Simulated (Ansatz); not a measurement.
Basis-set extrapolation for CH3AlFNO (`N=[C](O)[AlH][F]`) (PBE0-D4/def2-TZVP geometry, frozen core, the Gaussian-basis code of Ansatz). Multiplicity 1, RHF reference.

```json
{"": "HF", "def2-TZVPP": "-510.469966", "def2-QZVPP": "-510.489927"}
{"": "MP2 correlation", "def2-TZVPP": "-0.921272", "def2-QZVPP": "-0.995897"}
{"": "CCSD(T) correlation", "def2-TZVPP": "-0.973785", "def2-QZVPP": "not run"}
```

Energies in hartree. Use E(X) = E(∞) + A·exp(−7.88·√X) for Hartree–Fock and E(X) = E(∞) + B·X^(−2.97) for correlation, with X = 3 and 4, and add CCSD(T) minus MP2 of the smaller set to the MP2 limit.

Problem. What is the CCSD(T) energy at the basis-set limit?

Solution. HF limit: -510.489927 + (-0.019961) × 0.13774 = -510.49268. MP2 limit: -0.995897 + (-0.074625) × 0.74074 = -1.05117. Higher-order term: -0.973785 − (-0.921272) = -0.05251. Total: -511.59636 hartree, 95.8 kcal/mol below CCSD(T)/def2-TZVPP.
